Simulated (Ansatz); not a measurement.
Born–Oppenheimer molecular dynamics of ClF₃Hf (5 atoms, charge 0, multiplicity 1). It starts from a relaxed structure.

Theory: RKS LDA/def2-SVP (Ansatz 0.2.0).

```json
{
 "ensemble": "NVE (velocity Verlet)",
 "time step": "1 fs",
 "steps asked": "300",
 "starting velocities drawn for": "500 K",
 "seed": "493453"
}
```

Frames 1 fs apart, positions in Å.

Velocities at 80 fs (Å/ps):

```
Hf -0.23 0.05 -0.41
Cl -0.49 0.31 -3.43
F 0.90 -1.35 1.89
F 0.26 3.61 4.54
F 1.91 -3.34 3.83
```

```xyz
5
Properties=species:S:1:pos:R:3 time_fs=80 energy_less_start_eV=0.101 T=239
Hf -0.018 0.022 0.055
Cl 0.086 -0.084 2.421
F 1.749 0.003 -0.603
F -0.848 1.429 -0.910
F -0.884 -1.481 -0.688
5
Properties=species:S:1:pos:R:3 time_fs=81 energy_less_start_eV=0.096 T=252
Hf -0.018 0.022 0.055
Cl 0.086 -0.084 2.417
F 1.750 0.002 -0.601
F -0.848 1.433 -0.906
F -0.882 -1.484 -0.684
5
Properties=species:S:1:pos:R:3 time_fs=82 energy_less_start_eV=0.091 T=264
Hf -0.019 0.022 0.054
Cl 0.085 -0.084 2.414
F 1.751 0.001 -0.599
F -0.848 1.436 -0.901
F -0.880 -1.488 -0.680
5
Properties=species:S:1:pos:R:3 time_fs=83 energy_less_start_eV=0.087 T=277
Hf -0.019 0.022 0.054
Cl 0.084 -0.083 2.410
F 1.752 -0.001 -0.597
F -0.848 1.440 -0.896
F -0.878 -1.491 -0.676
5
Properties=species:S:1:pos:R:3 time_fs=84 energy_less_start_eV=0.082 T=289
Hf -0.019 0.022 0.053
Cl 0.084 -0.083 2.406
F 1.753 -0.002 -0.595
F -0.847 1.444 -0.890
F -0.876 -1.494 -0.671
5
Properties=species:S:1:pos:R:3 time_fs=85 energy_less_start_eV=0.077 T=301
Hf -0.019 0.022 0.053
Cl 0.083 -0.082 2.402
F 1.753 -0.004 -0.593
F -0.847 1.447 -0.885
F -0.874 -1.498 -0.667
5
Properties=species:S:1:pos:R:3 time_fs=86 energy_less_start_eV=0.073 T=312
Hf -0.019 0.022 0.052
Cl 0.082 -0.082 2.399
F 1.754 -0.005 -0.590
F -0.847 1.451 -0.879
F -0.872 -1.501 -0.663
5
Properties=species:S:1:pos:R:3 time_fs=87 energy_less_start_eV=0.069 T=323
Hf -0.020 0.022 0.052
Cl 0.082 -0.081 2.395
F 1.755 -0.007 -0.588
F -0.846 1.455 -0.873
F -0.870 -1.505 -0.658
5
Properties=species:S:1:pos:R:3 time_fs=88 energy_less_start_eV=0.065 T=333
Hf -0.020 0.022 0.051
Cl 0.081 -0.080 2.391
F 1.755 -0.008 -0.586
F -0.846 1.459 -0.867
F -0.868 -1.508 -0.654
5
Properties=species:S:1:pos:R:3 time_fs=89 energy_less_start_eV=0.061 T=342
Hf -0.020 0.022 0.051
Cl 0.080 -0.080 2.387
F 1.756 -0.010 -0.584
F -0.846 1.463 -0.861
F -0.866 -1.512 -0.649
5
Properties=species:S:1:pos:R:3 time_fs=90 energy_less_start_eV=0.058 T=351
Hf -0.020 0.022 0.050
Cl 0.079 -0.079 2.383
F 1.756 -0.011 -0.582
F -0.845 1.467 -0.855
F -0.864 -1.515 -0.645
5
Properties=species:S:1:pos:R:3 time_fs=91 energy_less_start_eV=0.055 T=358
Hf -0.020 0.022 0.049
Cl 0.078 -0.078 2.379
F 1.757 -0.013 -0.579
F -0.845 1.471 -0.849
F -0.861 -1.519 -0.640
```

Of the whole run (300 fs, mean temperature of the second half 223 K): The conserved energy stayed within 0.0097 meV per atom of its start (net change 0.003 meV per atom), so the integration is sound. Over the second half the temperature averaged 0.45 of the 500 K drawn at the start: a run that starts near a minimum puts about half its kinetic energy into the potential. A run of 0.3 ps of so small a system gives no equilibrium averages.

Time of the run: 4.9 min on 1 thread of Intel(R) Xeon(R) 6975P-C (Granite Rapids), with other jobs on the host, peak memory 0.18 GiB.
